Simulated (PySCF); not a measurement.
# Fe⁸⁺: ionisation energy

Fe⁸⁺ [Ar] (1S) → Fe⁹⁺ [Ne] 3s2 3p5 (2P), as a difference of total energies. Calculation: PySCF 2.14, in an even-tempered Gaussian basis (18 s from 0.4 bohr⁻², ratio 2.5; 12 p from 0.52 bohr⁻², ratio 2.5; 5 d from 4.4 bohr⁻², ratio 2.7; 4 f from 6.5 bohr⁻², ratio 2.7); no relativity, point nucleus. Correlated levels: outer shells: 1s2 frozen; virtual orbitals above 40 to 60 times the deepest correlated orbital energy dropped. The calculations carry no spin-orbit coupling.

```tsv
method	ionisation energy (eV)
UHF	232.53
LDA	234.00
PBE	233.73
PBE0	233.86
r2SCAN	234.08
revPBE	233.67
M06-2X	233.92
MP2 (outer shells)	233.40
SCS-MP2 (outer shells)	233.28
```

Problem. How much does correlation contribute at MP2 (outer shells)?

Solution. 233.40 − (232.53) = 0.87 eV, measured against UHF.

A first-order spin-orbit estimate (lowest level to lowest level, LS coupling) adds -0.597 eV.

These non-relativistic numbers lack the scalar-relativistic shift.

For comparison: 233.6 ± 0.4 eV (semi-empirical (NIST evaluation); NIST Atomic Spectra Database, ionization energies).
